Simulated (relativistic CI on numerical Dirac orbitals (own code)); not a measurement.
# One change at a time: Gd IX

Base calculation: Dirac-Coulomb-Breit CI, KLI orbitals optimised for each configuration, QED by a radiative potential, unscaled Slater integrals.

CI space (outside the closed core [Kr] 4d10): 4f⁶5s²5p², 4f⁸5s², 4f⁸5s5p, 4f⁷5s²6s, 4f⁶5s²6s². The list is cut by size and lacks configurations that can hold low levels.

Variants: (1) configuration mixing switched off; (2) one mean potential for all configurations. Shifts of the energy above 4f⁶5s²5p² ⁹G0, in cm⁻¹, for the lowest level and the first level of each name with at least 55 % of one term (blank where a level changes its place among those of its configuration and J or its character, or is not in the variant):

| Level | Base | Δ(1) | Δ(2) |
| --- | --- | --- | --- |
| 4f⁶5s²5p² ⁹G0 | 0.0 | 0.0 | 0.0 |
| 4f⁶5s²5p² ⁹F1 | 25566.1 | -10.7 |  |
| 4f⁶5s²5p² ⁹F2 | 27561.6 | -11.8 | +1294.3 |
| 4f⁶5s²5p² ⁹F7 | 33128.5 | -16.3 | +2061.0 |
| 4f⁶5s²5p² ⁹G5 | 36078.1 | -7.9 | +1318.7 |
| 4f⁶5s²5p² ⁹G8 | 47770.8 | -13.2 | +1775.3 |

At this charge configurations can still be misplaced by up to about 7 % of their energy. Terms inside the open d or f shell come out 10 to 20 % too wide with unscaled integrals. Levels and lines within the n = 5 or 6 shells can be off by up to 10 % or somewhat more, and those that change n by about 2 %, since core polarisation is missing.

LS names give the leading component of a level, which can be under half, so a name can repeat, a term be missing and a line seem to break the LS rules.
